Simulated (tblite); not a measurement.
Compound: CH7O2SSi2 (doublet state).
Numbering: `[OH:1][C:2]([OH:3])[SiH2:4][S:5][SiH3:6]` (hydrogens: H7 on O1; H8 on O3; H9, H10 on Si4; H11, H12, H13 on Si6)

Structure optimised with GFN2-xTB, isolated species. This method treats the open shell by occupation alone, without spin polarisation.

(1) List the bond lengths, angles and torsions at this level.

## Answers

(1) 
```csv
bond,length (Å)
"O1–C2, C2–O3",1.357
C2–Si4,1.837
Si4–S5,2.173
S5–Si6,2.132
"O1–H7, O3–H8",0.967
"Si4–H9, Si4–H10",1.467
"Si6–H11, Si6–H12, Si6–H13",1.455
```

Bonds in one row agree within 0.01 Å and their mean is given. A selection of angles:
```csv
angle,degrees
C2–O1–H7,109.2
O1–C2–O3,113.3
O1–C2–Si4,127.3
O3–C2–Si4,119.5
C2–O3–H8,107.9
C2–Si4–S5,99.7
C2–Si4–H9,115.9
S5–Si4–H9,107.9
H9–Si4–H10,108.6
Si4–S5–Si6,103.0
S5–Si6–H11,108.0
S5–Si6–H12,103.0
H11–Si6–H12,113.2
H11–Si6–H13,110.8
```

Dihedral angles: O1–C2–Si4–S5 0° (synperiplanar); C2–Si4–S5–Si6 180° (antiperiplanar); H7–O1–C2–O3 180° (antiperiplanar); H8–O3–C2–O1 0° (synperiplanar).

Si6 (silicon bonded to S and 3 H) is distorted tetrahedral (angles from 103.0° to 113.2°). The 2 S–Si bonds span 2.132 Å (S5–Si6, drawn single) to 2.173 Å (Si4–S5, drawn single), a spread of 0.041 Å. The 6 heavy atoms lie in one plane (0.000 Å rms). C2 (carbon bonded to 2 O and Si) is planar (angles 127.3°, 119.5° and 113.3°, sum 360.0°, 0.00 Å off the plane of its three neighbours). S5 (sulfur bonded to 2 Si) is bent (angle 103.0°). Si4 (silicon bonded to C, S and 2 H) is distorted tetrahedral (angles from 99.7° to 115.9°). Of the pairs four or more bonds apart, S5···H7 is among the closest relative to their van der Waals radii: 2.50 Å, 83 % of the sum of Bondi's values.

Point group: Cs (tolerance 0.08 Å). Its GFN2-xTB frequencies are all real (lowest 27 cm⁻¹). Torsions: H–O1–C2–O3 180°, O1–C2–O3–H 0°, O1–C2–Si4–S5 0°, C2–Si4–S5–Si6 180°. 3 starts were optimised and ended at 0.00, 0.00 and 4.21 kcal/mol (GFN2-xTB); the lowest of these is shown.

Time: 0.39 s. Hardware: one thread, Arm Neoverse V1 (aarch64), on a shared host. This is the geometry optimisation.

One conformer stands for the species.

All values are computed, not measured.
